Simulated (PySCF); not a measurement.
## Sm(SH)3: from a saddle point downhill

PySCF 2.14.0, RKS PBE0, Sm lcecp-1-SVP with ECP51, S def2-SVP, H def2-SVP; non-relativistic Hamiltonian with scalar-relativistic core potentials where named; density fitting; no spin-orbit coupling. Relaxed within the symmetry of its start, the geometry (C3v) is

```xyz
7

Sm    0.0000    0.0000   -0.3771
S     2.4598    0.0000    0.5391
H     2.1193    0.0000    1.8482
S    -1.2299    2.1302    0.5391
H    -1.0597    1.8354    1.8482
S    -1.2299   -2.1303    0.5391
H    -1.0596   -1.8354    1.8482
```

and its lowest harmonic modes are -273, -178, -178, 71, 84, 84 cm⁻¹ (negative: unstable). It was moved along the lowest mode and relaxed again, within the group C3 that the move left.

Problem. Where does it end, and how much lower?

Solution. In C3, nearly C3h, 0.375 eV lower, after 28 steps:
```xyz
7

Sm    0.0000    0.0000    0.9086
S     2.5941    0.4036    0.9798
H     2.9193   -0.9113    0.9788
S    -1.6466    2.0448    0.9798
H    -0.6704    2.9838    0.9788
S    -0.9475   -2.4484    0.9798
H    -2.2489   -2.0725    0.9788
```

Problem. How do the contacts change?

Solution. 
```tsv
contact	saddle (Å)	end (Å)
Sm1–S2 (SH)	2.625	2.626
Sm1–S4 (SH)	2.625	2.626
Sm1–S6 (SH)	2.625	2.626
```


Problem. Is the end a minimum?

Solution. Yes, as far as the noise of the softest modes lets one tell (those above −25 cm⁻¹ count as noise); lowest modes 18, 63, 63, 189, 210, 210 cm⁻¹.

An lcecp potential fixes the number of 4f electrons, so in runs with it no electron can move into or out of that shell.

State: singlet in the valence, with the 4f electrons in the core potential.
